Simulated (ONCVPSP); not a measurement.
## Ce (Z = 58), ONCV: configuration errors across variants

* Element: cerium (Ce)
* Generator: ONCVPSP 4.0.1
* Type: optimised norm-conserving Vanderbilt (ONCV)
* Functional: PBE
* Relativity: scalar-relativistic
* Frozen core: [Kr] 4d10 5s2
* Valence charge: 10
* Reference configuration: 4f1 5p6 5d1 6s1.5 (charge +0.5)
* Partial waves: 6s: rc 3.35 bohr, ncon 3, nbas 7, qcut 1.8 1/bohr, 2 projectors, debl 3 Ha; 5p: rc 1.95 bohr, ncon 4, nbas 7, qcut 3.3 1/bohr, 1 projector; 5d: rc 4.00 bohr, ncon 4, nbas 9, qcut 3.2 1/bohr, 3 projectors, debl 0.9 Ha; 4f: rc 1.05 bohr, ncon 4, nbas 8, qcut 19.1 1/bohr, 2 projectors, debl 3.5 Ha
* Local potential: polynomial inside 0.85 bohr (lpopt 5, dvloc0 4 Ha)
* Core correction: Teter function, fcfact 4.5, rcfact 1.7

All-electron excitation energies from the reference (eV): (1) 4f1 5p6 5d1 6s2 -2.442; (2) 4f1 5p6 5d1 6s1 3.629; (3) 4f1 5p6 5d1 6s0 14.710.

2 further variants failed, have other tests or another functional or relativity, and are left out.

A true bound ghost makes a file unfit for plane-wave use even where its test errors are small: the radial tests pick states by their node count and pass the ghost by.

Errors AE − PS in meV (a dash: test not solved or not reliable):

```csv
change,(1),(2),(3),bound ghosts,GHOST(+) flags above zero
base,-0.5,-2.7,-37,"s, p","s, d"
f: nproj 0; local potential the f channel,0.0,-2.2,-37,"s, p, d",s
p: qcut 4.1,-0.5,-2.7,-37,"s, p","s, d"
"core correction Teter function, fcfact 6, rcfact 1.7",-0.8,-3.3,-48,"s, p","s, d"
```

(1) Give the same row for: core correction Teter function, fcfact 4.5, rcfact 1.44.

Results:

(1) +0.3, -0.8, -1.9; bound ghosts: s, p; GHOST(+) flags above zero: s, d.
